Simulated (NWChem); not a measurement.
System: CHClFNOSi; SMILES N#CO[Si@@H](F)Cl

Input file for NWChem:

```
start job
memory heap 200 mb stack 900 mb global 1100 mb
geometry units angstroms noautosym nocenter noautoz
  N      0.266704    -3.275040    -0.112462
  C      0.370825    -2.135201     0.078150
  O      0.517917    -0.880952     0.305119
  Si    -0.360846     0.395406    -0.368878
  F     -1.766700     0.456419     0.395614
  Cl     0.717376     2.052857     0.036466
  H     -0.573971     0.153438    -1.802658
end
basis spherical
  N library def2-svp
  C library def2-svp
  O library def2-svp
  Si library def2-svp
  F library def2-svp
  Cl library def2-svp
  H library def2-svp
end
dft
  xc b3lyp
  iterations 150
end
property
  response 1 0.0773
end
task dft property
```

NWChem printed, in part:

```
             Northwest Computational Chemistry Package (NWChem) 7.3.0
             --------------------------------------------------------

                             Geometry "geometry" -> ""
                             -------------------------

 Output coordinates in angstroms (scale by  1.889725989 to convert to a.u.)

  No.       Tag          Charge          X              Y              Z
 ---- ---------------- ---------- -------------- -------------- --------------
    1 N                    7.0000     0.26670400    -3.27504000    -0.11246200
    2 C                    6.0000     0.37082500    -2.13520100     0.07815000
    3 O                    8.0000     0.51791700    -0.88095200     0.30511900
    4 Si                  14.0000    -0.36084600     0.39540600    -0.36887800
    5 F                    9.0000    -1.76670000     0.45641900     0.39561400
    6 Cl                  17.0000     0.71737600     2.05285700     0.03646600
    7 H                    1.0000    -0.57397100     0.15343800    -1.80265800

 Effective nuclear repulsion energy (a.u.)     341.1568972332

                              NWChem Property Module
                              ----------------------

                                 NWChem DFT Module
                                 -----------------

 Summary of "ao basis" -> "ao basis" (spherical)
 ------------------------------------------------------------------------------
       Tag                 Description            Shells   Functions and Types
 ---------------- ------------------------------  ------  ---------------------
 N                          def2-svp                 6       14   3s2p1d
 C                          def2-svp                 6       14   3s2p1d
 O                          def2-svp                 6       14   3s2p1d
 Si                         def2-svp                 8       18   4s3p1d
 F                          def2-svp                 6       14   3s2p1d
 Cl                         def2-svp                 8       18   4s3p1d
 H                          def2-svp                 3        5   2s1p

            General Information
            -------------------
          SCF calculation type: DFT
          Wavefunction type:  closed shell.
          No. of atoms     :     7
          No. of electrons :    62
           Alpha electrons :    31
            Beta electrons :    31
          Charge           :     0
          Spin multiplicity:     1
          Use of symmetry is: off; symmetry adaption is: off
          Maximum number of iterations: 150
          AO basis - number of functions:    97
                     number of shells:    43
          Convergence on energy requested:  1.00D-06
          Convergence on density requested:  1.00D-05
          Convergence on gradient requested:  5.00D-04

              XC Information
              --------------
                         B3LYP Method XC Potential
                     Hartree-Fock (Exact) Exchange  0.200
                        Slater Exchange Functional  0.800 local
                    Becke 1988 Exchange Functional  0.720 non-local
              Lee-Yang-Parr Correlation Functional  0.810
                  VWN I RPA Correlation Functional  0.190 local

             Grid Information
             ----------------
          Grid used for XC integration:  medium
          Radial quadrature: Mura-Knowles
          Angular quadrature: Lebedev.
          Tag              B.-S. Rad. Rad. Pts. Rad. Cut. Ang. Pts.
          ---              ---------- --------- --------- ---------
          N                   0.65       49          12.0       434
          C                   0.70       49          10.0       434
          O                   0.60       49           8.0       434
          Si                  1.10       88           9.0       590
          F                   0.50       49          10.0       434
          Cl                  1.00       88          12.0       590
          H                   0.35       45          10.0       434
          Grid pruning is: on
          Number of quadrature shells:   417
          Spatial weights used:  Erf1

      Superposition of Atomic Density Guess
      -------------------------------------

 Sum of atomic energies:       -1014.41399990

      Non-variational initial energy
      ------------------------------

 Total energy =   -1016.325711
 1-e energy   =   -2081.678151
 2-e energy   =     724.195543
 HOMO         =      -0.392880
 LUMO         =       0.070785

   convergence    iter        energy       DeltaE   RMS-Dens  Diis-err
 ---------------- ----- ----------------- --------- --------- ---------
 d= 0,ls=0.0,diis     1  -1017.7280471285 -1.36D+03  2.17D-02  1.47D+00
 d= 0,ls=0.0,diis     2  -1017.2197574745  5.08D-01  1.49D-02  6.08D+00
 d= 0,ls=0.0,diis     3  -1017.8935048555 -6.74D-01  3.26D-03  1.97D-01
 d= 0,ls=0.0,diis     4  -1017.9097693206 -1.63D-02  1.21D-03  5.16D-02
 d= 0,ls=0.0,diis     5  -1017.9144690892 -4.70D-03  3.18D-04  1.73D-03
  Resetting Diis
 d= 0,ls=0.0,diis     6  -1017.9146200424 -1.51D-04  1.02D-04  1.13D-04
 d= 0,ls=0.0,diis     7  -1017.9146336584 -1.36D-05  4.39D-05  7.92D-06
 d= 0,ls=0.0,diis     8  -1017.9146328459  8.12D-07  2.41D-05  1.75D-05
 d= 0,ls=0.0,diis     9  -1017.9146344137 -1.57D-06  5.62D-06  7.03D-07
 d= 0,ls=0.0,diis    10  -1017.9146344799 -6.62D-08  1.78D-06  8.74D-08

         Total DFT energy =    -1017.914634479904
      One electron energy =    -2082.485246517952
           Coulomb energy =      804.419400539823
    Exchange-Corr. energy =      -81.005685734986
 Nuclear repulsion energy =      341.156897233211

 Numeric. integr. density =       61.999993936067

                       DFT Final Molecular Orbital Analysis
                       ------------------------------------

 Vector   29  Occ=2.000000D+00  E=-3.690306D-01
              MO Center=  3.4D-01, -2.0D+00, -1.3D-01, r^2= 6.8D+00
   Bfn.  Coefficient  Atom+Function         Bfn.  Coefficient  Atom+Function
  ----- ------------  ---------------      ----- ------------  ---------------
     5      0.400623  1 N  py                 3      0.349826  1 N  s
     2      0.289058  1 N  s                 87      0.267704  6 Cl pz
     8     -0.205088  1 N  py                84      0.204627  6 Cl pz
    16     -0.195471  2 C  s                 19      0.185590  2 C  py
     1      0.139065  1 N  s                 86     -0.135935  6 Cl py

 Vector   30  Occ=2.000000D+00  E=-3.297204D-01
              MO Center=  3.4D-01, -2.4D+00,  1.0D-02, r^2= 1.8D+00
   Bfn.  Coefficient  Atom+Function         Bfn.  Coefficient  Atom+Function
  ----- ------------  ---------------      ----- ------------  ---------------
     4      0.327252  1 N  px                 6      0.283324  1 N  pz
    18     -0.264992  2 C  px                20     -0.231650  2 C  pz
    32      0.216414  3 O  px                 7     -0.198236  1 N  px
    34      0.194873  3 O  pz                 9     -0.171850  1 N  pz
    35      0.172163  3 O  px                37      0.155139  3 O  pz

 Vector   31  Occ=2.000000D+00  E=-3.214284D-01
              MO Center=  3.3D-01, -2.4D+00,  1.8D-02, r^2= 2.1D+00
   Bfn.  Coefficient  Atom+Function         Bfn.  Coefficient  Atom+Function
  ----- ------------  ---------------      ----- ------------  ---------------
     6      0.330180  1 N  pz                 4     -0.295859  1 N  px
    20     -0.244258  2 C  pz                34      0.244148  3 O  pz
    18      0.219843  2 C  px                32     -0.214652  3 O  px
     9     -0.203657  1 N  pz                37      0.200090  3 O  pz
     7      0.183052  1 N  px                35     -0.174996  3 O  px

 Vector   32  Occ=0.000000D+00  E= 1.017764D-04
              MO Center= -1.0D-01, -6.6D-03, -4.3D-01, r^2= 4.1D+00
   Bfn.  Coefficient  Atom+Function         Bfn.  Coefficient  Atom+Function
  ----- ------------  ---------------      ----- ------------  ---------------
    54      0.786970  4 Si py                 3      0.663846  1 N  s
    17     -0.656821  2 C  s                 53     -0.587969  4 Si px
    31      0.514617  3 O  s                 22      0.464868  2 C  py
    46     -0.443017  4 Si s                  8      0.244469  1 N  py
    30      0.230648  3 O  s                 85      0.213934  6 Cl px

 Vector   33  Occ=0.000000D+00  E= 2.356450D-03
              MO Center= -6.4D-02,  5.4D-01, -5.4D-01, r^2= 4.2D+00
   Bfn.  Coefficient  Atom+Function         Bfn.  Coefficient  Atom+Function
  ----- ------------  ---------------      ----- ------------  ---------------
    46      0.831294  4 Si s                 45      0.730014  4 Si s
    94     -0.721800  7 H  s                 54      0.505545  4 Si py
    78     -0.470285  6 Cl s                 86      0.456406  6 Cl py
    44      0.333922  4 Si s                 85      0.329310  6 Cl px
    31     -0.247983  3 O  s                 77     -0.244779  6 Cl s

[...]

 DFT Linear Response polarizability / au
 Frequency  =       0.0773000 / au
 Wavelength =     589.4353558 / nm
              X              Y              Z
 -----------------------------------------------
 X      33.9316544      4.2526321      1.8859044
 Y       4.2525934     63.7328911      3.0080295
 Z       1.8858649      3.0080026     32.4634501
 -----------------------------------------------
 Eigenvalues =      34.2997402     64.6547107     31.1735447
 Isotropic   =      43.3759985
 Anisotropic =      32.0326850
 -----------------------------------------------

 Magnetic Dipole Response Matrix (nonzero elements):
```

Level: B3LYP/def2-SVP. The geometry was optimised at PBE0/def2-SVP.
